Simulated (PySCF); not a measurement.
Al(AsH2)(OH)2 (AlAsH4O2), SMILES [OH][Al]([AsH2])[OH].

The structure is a stationary point at PBE0-D3(BJ)/def2-SVP. The structure was generated by enumeration; whether it is a known compound was not checked. The values are those of a single conformer.

These are PBE/def2-TZVP in PySCF values and carry that method's errors.

Isolated molecule, no solvent.

Computed frontier levels, gap, dipole moment and polarisability:
```
Item                                                                                                            Result
---------------------------------------------------------------------------------------------  -----------------------
highest occupied level                                                                                        -6.32 eV
lowest empty level                                                                                            -1.23 eV
orbital gap                                                                                                    5.09 eV
dipole moment                                                                                                   2.38 D
quadrupole, principal values (traceless, Buckingham form, about the centre of nuclear charge)  -8.40, -2.43, 10.83 D·Å
mean static polarisability                                                                        65.6 bohr³ (9.72 Å³)
polarisability, principal values                                                                54.2, 61.5, 81.1 bohr³
```
